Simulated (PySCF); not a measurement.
# What a mistake does to a calculation on AlH5NOSi

Calculated results; nothing here was measured. The program is PySCF 2.14.0, an open-source quantum chemistry code, run on an isolated molecule that a program drew, which may never have been made. The molecule is AlH5NOSi (charge 0, doublet), drawn as the SMILES string `[OH][Al][NH][SiH3]`.

Each row is a Hartree-Fock (HF) and frozen-core CCSD(T) single point in the cc-pV(D+d)Z basis, meant for a local HF minimum. Run 1 is clean. Each other run has one planted mistake out of seven kinds, and not every kind appears here: one electron removed, one electron added, multiplicity raised by two, geometry at a saddle point, minimal basis STO-3G, one bond length entered in bohr, all coordinates scaled. The reference is restricted for singlets and unrestricted otherwise, and also for a bond in bohr. Adding or removing an electron swaps singlet and doublet. Electrons count all cores. HOMO and LUMO are orbital energies over both spins, the gradient is its largest component, and the lowest frequency (negative if imaginary) is given only where the gradient is small. Bond lengths are over the 8 bonds as drawn. T1 is the CCSD diagnostic: over 0.02 (restricted) or 0.045 (unrestricted) a single reference is doubtful.

Geometry of the clean run:
```xyz
9
AlH5NOSi, angstrom
O     0.0742    0.8015    1.1237
Al   -1.1512    1.5932    1.9762
N    -2.4269    0.6455    2.8083
Si   -2.6900   -1.0592    2.9319
H     0.2232   -0.1205    0.9924
H    -3.1185    1.1957    3.2934
H    -4.0038   -1.4704    2.3779
H    -2.6390   -1.5421    4.3342
H    -1.6210   -1.7398    2.1627
```

```
run  electrons  basis functions  <S^2>  HOMO (eV)  LUMO (eV)  gradient (hartree/bohr)  lowest frequency (cm^-1)  mean bond (Å)  longest bond (Å)      T1  HF (hartree)  CCSD(T) (hartree)                          mistake
  1         47               99  0.752      -8.64       1.19                  3.3e-05                        82         1.4518             1.794  0.0146    -663.17379         -663.72873                         no fault
  2         47               99  1.480      -9.23       0.74                  2.1e-02                         -         1.5567             1.794  0.0591    -663.03828         -663.58657  one bond length entered in bohr
  3         47               99  0.752      -8.49       1.34                  3.2e-02                         -         1.4126             1.745  0.0138    -663.16674         -663.71709           all coordinates scaled
  4         47               33  0.753      -5.04       7.34                  6.5e-02                         -         1.4518             1.794  0.0160    -655.12452         -655.30548                                ?
```

**Which mistake was planted in run 4, and what did it cost?**

It has 33 basis functions where the clean run has 99, with the same electrons and geometry. So the mistake is: minimal basis STO-3G. Subtracting run 1 and multiplying by 627.51 kcal/mol a hartree, the energy moved by 5051.0 kcal/mol in HF and 5285.7 kcal/mol in CCSD(T).

Cautions from the logs. Run 2: T1 is over the limit, so its CCSD(T) energy is less reliable.
